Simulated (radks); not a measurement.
The numbers below are computed, except where a source is named.
The osmium ion Os33+, configuration [Kr] 4d7.

Code: a radial shooting solver on a logarithmic mesh with Libxc functionals. Model: scalar-relativistic Kohn-Sham, SCAN, spin-polarised, spherical densities, finite nucleus; open shells are filled with parallel spins first (spin-orbit coupling, left out, can overturn this in heavy ions); meta-GGA in the generalised Kohn-Sham scheme; Fermi nuclear charge, rms radius 5.4126 fm.

Energy parts (hartree):
| part | energy |
|---|---|
| total | -16666.6276 |
| kinetic | 18532.2778 |
| electron-nucleus | -39150.4160 |
| Hartree | 4239.1046 |
| exchange-correlation | -287.5941 |

Orbitals (lengths in bohr, moments of r in powers of bohr; r(90%) holds 90 % of the orbital's charge):
orbital,occ.,eigenvalue (hartree),r(90%),<1/r>
1s up,1,-2764.716,0.0323,90.42
1s down,1,-2764.708,0.0323,90.43
2s up,1,-522.0081,0.116,21.19
2s down,1,-521.9217,0.116,21.19
2p up,3,-460.5982,0.110,19.05
2p down,3,-460.5116,0.110,19.05
3s up,1,-158.0672,0.282,7.913
3s down,1,-158.0091,0.282,7.913
3p up,3,-139.8908,0.288,7.272
3p down,3,-139.8221,0.288,7.274
3d up,5,-119.7841,0.270,6.847
3d down,5,-119.6803,0.270,6.846
4s up,1,-66.23086,0.568,3.650
4s down,1,-65.86247,0.569,3.645
4p up,3,-59.66783,0.594,3.389
4p down,3,-59.30874,0.595,3.384
4d up,5,-51.81498,0.611,3.156
4d down,2,-51.45994,0.612,3.153

The highest occupied level is 4d down at -1400.3 eV. The density falls to 0.001 e/bohr^3 at r = 1.13 bohr. The spin density at the nucleus is 6.62 e/bohr^3 (1s -4.98, 2s -8.53, 3s 3.43, 4s 16.71). Summed over all electrons, <r^2> = 3.689 bohr^2, which gives a Langevin (diamagnetic) susceptibility term of -2.92 x 10^-6 cm^3/mol. Spin moment in Bohr magnetons: 3. The electron density at the nucleus is 1.789e+06 e/bohr^3 (large components only).

Empty levels of this run are not shown, since the potential may be unsettled where no density lies.
